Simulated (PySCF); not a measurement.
4-chlorobenzoic acid, C₇H₅ClO₂.
Bonds: O1–C2 (double), C2–O3, C2–C4, C4–C5 (aromatic), C5–C6 (aromatic), C6–C7 (aromatic), C7–Cl8, C7–C9 (aromatic), C9–C10 (aromatic), C4–C10 (aromatic). Hydrogens: H11 on O3; H12 on C5; H13 on C6; H14 on C9; H15 on C10.

The same species was optimised twice, with GFN2-xTB and with PBE0-D3(BJ)/def2-SVP (PySCF), and the same property calculations (PySCF, gas phase) were run on both structures.

```tsv
coordinate	GFN2-xTB	PBE0-D3(BJ)/def2-SVP	change
C5–C6 (Å)	1.381	1.390	+0.009
C9–C10 (Å)	1.380	1.389	+0.009
C7–C9 (Å)	1.389	1.396	+0.007
C6–C7 (Å)	1.388	1.396	+0.008
C4–C5 (Å)	1.393	1.399	+0.006
C2–C4 (Å)	1.479	1.484	+0.005
C4–C10 (Å)	1.394	1.399	+0.005
C7–Cl8 (Å)	1.724	1.728	+0.004
C2–O3 (Å)	1.342	1.340	-0.002
O1=C2 (Å)	1.206	1.205	-0.001
O1–C2–O3 (°)	122.0	122.6	+0.6
C2–C4–C5 (°)	121.8	122.3	+0.5
C2–C4–C10 (°)	118.4	117.9	-0.5
O3–C2–C4 (°)	113.5	113.0	-0.5
C5–C6–C7 (°)	119.5	119.2	-0.3
C4–C5–C6 (°)	120.1	120.3	+0.2
O1–C2–C4 (°)	124.5	124.4	-0.1
C5–C4–C10 (°)	119.8	119.7	-0.1
O1–C2–C4–C5 (°)	180	179	-1
```

Rotational constants: A = 3911, B = 558.7, C = 488.9 MHz (GFN2-xTB) against A = 3883, B = 555.1, C = 485.7 MHz (PBE0-D3(BJ)/def2-SVP). Point groups within 0.08 Å: Cs and Cs.

On the GFN2-xTB structure: HOMO (eV) -7.58 [PBE0/pcSseg-1]; LUMO (eV) -1.74 [PBE0/pcSseg-1]; dipole (D) 1.51 [PBE0/pcSseg-1]; GIAO shielding of O1 (ppm) -79.5 [PBE0/pcSseg-1]; GIAO shielding of C2 (ppm) 16.8 [PBE0/pcSseg-1]; GIAO shielding of O3 (ppm) 136.9 [PBE0/pcSseg-1]; GIAO shielding of C4 (ppm) 55.9 [PBE0/pcSseg-1]; GIAO shielding of C5/C10 (mean) (ppm) 48.3 [PBE0/pcSseg-1]; GIAO shielding of C6/C9 (mean) (ppm) 52.2 [PBE0/pcSseg-1]; GIAO shielding of C7 (ppm) 34.5 [PBE0/pcSseg-1]; GIAO shielding of Cl8 (ppm) 695.5 [PBE0/pcSseg-1].

What do these properties become on the PBE0-D3(BJ)/def2-SVP structure?

```csv
property,level,on GFN2-xTB,on PBE0-D3(BJ)/def2-SVP,change
HOMO (eV),PBE0/pcSseg-1,-7.58,-7.57,+0.01
LUMO (eV),PBE0/pcSseg-1,-1.74,-1.75,-0.01
dipole (D),PBE0/pcSseg-1,1.51,1.46,-0.05
"energy, GFN2-xTB geometry as zero (kcal/mol)",PBE0/pcSseg-1,0.0,-0.3,-0.3
GIAO shielding of O1 (ppm),PBE0/pcSseg-1,-79.5,-74.7,+4.8
GIAO shielding of C2 (ppm),PBE0/pcSseg-1,16.8,16.5,-0.3
GIAO shielding of O3 (ppm),PBE0/pcSseg-1,136.9,134.9,-2.0
GIAO shielding of C4 (ppm),PBE0/pcSseg-1,55.9,54.5,-1.4
GIAO shielding of C5/C10 (mean) (ppm),PBE0/pcSseg-1,48.3,46.4,-1.9
GIAO shielding of C6/C9 (mean) (ppm),PBE0/pcSseg-1,52.2,50.1,-2.1
GIAO shielding of C7 (ppm),PBE0/pcSseg-1,34.5,32.4,-2.1
GIAO shielding of Cl8 (ppm),PBE0/pcSseg-1,695.5,690.6,-4.9
```

The heavy atoms differ by 0.012 Å rms after alignment. Among bonds between heavy atoms C5–C6, C6–C7 and C9–C10 change most and about equally (+0.008 to +0.009 Å). Changes are differences of the printed values. Neither structure is proved a minimum here.

The values belong to the conformer `[O:1]=[C:2]([OH:3])[c:4]1[cH:5][cH:6][c:7]([Cl:8])[cH:9][cH:10]1`: O1–C2–C4–C5 179°, H–O3–C2–O1 0°.
